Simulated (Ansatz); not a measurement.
Consider the redistribution: `[CH3][Ge]([CH3])([Cl])[SeH]` + `N[SiH2]CF` → `N[SiH2]C[SeH]` + `[CH3][Ge]([CH3])([F])[Cl]`.

Program: Ansatz. Geometries: PBE0-D4/def2-TZVP. ΔE: electronic, gas phase. CCSD(T)/CBS adds triple-zeta CCSD(T) − MP2 to the extrapolated MP2 energy (def2 sets, frozen cores). DFT in def2-TZVPP. For Ge, Se outer-core shells are correlated without core-valence functions, which leaves a few kJ/mol of doubt a bond. Scalar relativity is left out up to krypton. Each species was taken in one conformer, which may not be the lowest.

`[CH3][Ge]([CH3])([Cl])[SeH]`:

```xyz
12

C    -1.156    0.696    0.982
Ge   -0.074   -0.374   -0.223
C     1.846   -0.200   -0.007
Cl   -0.575   -2.445    0.210
Se   -0.571    0.099   -2.475
H    -0.955    1.755    0.815
H    -2.213    0.498    0.804
H    -0.916    0.435    2.014
H     2.359   -0.866   -0.700
H     2.120   -0.473    1.013
H     2.152    0.829   -0.201
H    -2.019    0.049   -2.234
```

`N[SiH2]CF`:

Cartesian coordinates in Å:
```
N -1.210 -0.316 -1.024
Si -0.323 0.649 0.085
C 1.061 -0.425 0.794
F 1.871 -0.876 -0.254
H -2.116 -0.012 -1.343
H -0.711 -0.787 -1.762
H 0.311 1.876 -0.483
H -1.239 1.067 1.180
H 1.694 0.127 1.497
H 0.662 -1.304 1.310
```

`N[SiH2]C[SeH]`:

Z-matrix (Å, degrees):
```
Si
C 1 1.871
N 1 1.714 2 108.2
H 1 1.489 2 111.9 3 -117.6
H 1 1.496 2 106.1 3 125.1
Se 2 1.961 1 109.7 3 -60.1
H 2 1.090 1 114.1 3 177.1
H 2 1.092 1 110.2 3 54.6
H 3 1.008 1 118.9 2 56.0
H 3 1.006 1 120.1 2 -159.9
H 6 1.470 2 95.2 1 -54.5
```

`[CH3][Ge]([CH3])([F])[Cl]`:

Cartesian coordinates in Å:
```
C 0.666 -1.575 -0.015
Ge 0.478 0.346 -0.042
C -1.277 1.128 0.135
F 1.441 0.965 1.269
Cl 1.407 1.113 -1.826
H 0.134 -2.015 -0.860
H 1.722 -1.832 -0.085
H 0.259 -1.973 0.915
H -1.908 0.828 -0.702
H -1.186 2.214 0.142
H -1.736 0.800 1.069
```

```csv
level,ΔE (kJ/mol)
r2SCAN-D4,-78.1
HF/def2-QZVPP,-77.6
```

**Question.** What does CCSD(T)/CBS give? (An estimate is asked.)

**Answer.** The calculation gave: -82.6 kJ/mol. The listed levels differ from it by 4.5, 5.0 kJ/mol.

Largest T1 diagnostic among the species: 0.011.

In def2-TZVPP, CCSD(T) changes the Hartree–Fock value by −8.1 kJ/mol (the triples alone add −0.9 kJ/mol) and MP2 by −13.5 kJ/mol.
